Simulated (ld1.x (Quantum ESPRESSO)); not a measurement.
An all-electron radial function and its pseudo partner (Br)

Columns: radius, all-electron u(r) and pseudo u(r) of the 4s shell (level -30.40 eV) of bromine in the configuration [Ar] 3d10 4s2 4p4; PBEsol, scalar-relativistic, TM semilocal scheme, ld1.x (Quantum ESPRESSO) 7.5.

```csv
r (bohr),all-electron,pseudo
0.090,-0.2002,-0.0279
0.180,-0.1716,-0.0576
0.270,0.1818,-0.0907
0.360,0.4070,-0.1293
0.450,0.4255,-0.1755
0.540,0.2980,-0.2313
0.630,0.0986,-0.2986
0.720,-0.1191,-0.3780
0.810,-0.3234,-0.4685
0.900,-0.4987,-0.5657
0.990,-0.6387,-0.6625
1.080,-0.7438,-0.7493
1.170,-0.8169,-0.8174
1.260,-0.8618,-0.8618
1.350,-0.8831,-0.8831
1.440,-0.8852,-0.8852
1.530,-0.8721,-0.8721
1.620,-0.8474,-0.8474
1.710,-0.8139,-0.8139
1.800,-0.7745,-0.7745
1.890,-0.7312,-0.7312
1.980,-0.6856,-0.6856
2.070,-0.6392,-0.6392
2.160,-0.5929,-0.5929
2.250,-0.5475,-0.5475
2.340,-0.5037,-0.5037
```

**Question.** How many radial nodes do the two functions have?

**Answer.** The all-electron 4s function has n − l − 1 = 3 (the table is too coarse to show those close to the nucleus); the pseudo-wave has 0, since the states of the same l below it are removed with the core.

**Question.** At about which radius was the pseudo-wave matched?

**Answer.** 1.30 bohr, where the columns begin to agree (steps of 0.09 bohr).

**Question.** Is the pseudo-wave norm-conserving?

**Answer.** Yes: the TM semilocal scheme keeps the norm inside the radius equal to the all-electron one, which fixes the energy derivative of the logarithmic derivative at the level.
